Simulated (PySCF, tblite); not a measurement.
Isomers of C7H7ClO2S. Computed values, GFN2-xTB/tblite, gas phase, harmonic and unscaled. Errors from tens to a few hundred cm⁻¹ against measured bands are possible. One conformer each.

Electronic energies: PBE0/pcSseg-1 single points on the GFN2-xTB geometries (PySCF, gas phase).

| SMILES | electronic energy, lowest = 0 (kJ/mol) |
| --- | --- |
| O=S(=O)(Cl)Cc1ccccc1 | 9.5 |
| Cc1cccc(S(=O)(=O)Cl)c1 | 0.0 |
| CS(=O)(=O)c1ccc(Cl)cc1 | 15.6 |
| Cc1ccccc1S(=O)(=O)Cl | 8.7 |

Problem. How do GFN2-xTB zero-point energies change the relative energies?

Solution. 
| SMILES | ZPE (kJ/mol) | of it from modes above 1550 cm⁻¹ | electronic (kJ/mol) | with ZPE, lowest = 0 (kJ/mol) | lowest mode (cm⁻¹) | rings |
| --- | --- | --- | --- | --- | --- | --- |
| Cc1cccc(S(=O)(=O)Cl)c1 | 328.5 | 147.7 | 0.0 | 0.0 | 24 | 1 |
| Cc1ccccc1S(=O)(=O)Cl | 330.2 | 147.7 | 8.7 | 10.3 | 52 | 1 |
| O=S(=O)(Cl)Cc1ccccc1 | 329.6 | 148.0 | 9.5 | 10.5 | 20 | 1 |
| CS(=O)(=O)c1ccc(Cl)cc1 | 324.6 | 148.4 | 15.6 | 11.6 | 31 | 1 |

The zero-point energies span 5.6 kJ/mol, from `CS(=O)(=O)c1ccc(Cl)cc1` to `Cc1ccccc1S(=O)(=O)Cl`. The order is unchanged.

Problem. And how do the electronic energies of GFN2-xTB itself compare?

Solution. `Cc1cccc(S(=O)(=O)Cl)c1` 7.1; `Cc1ccccc1S(=O)(=O)Cl` 0.0; `O=S(=O)(Cl)Cc1ccccc1` 15.8; `CS(=O)(=O)c1ccc(Cl)cc1` 92.7 kJ/mol, lowest = 0. Against the energies above, taken from the same isomer `Cc1cccc(S(=O)(=O)Cl)c1`, the largest difference is 70.0 kJ/mol.
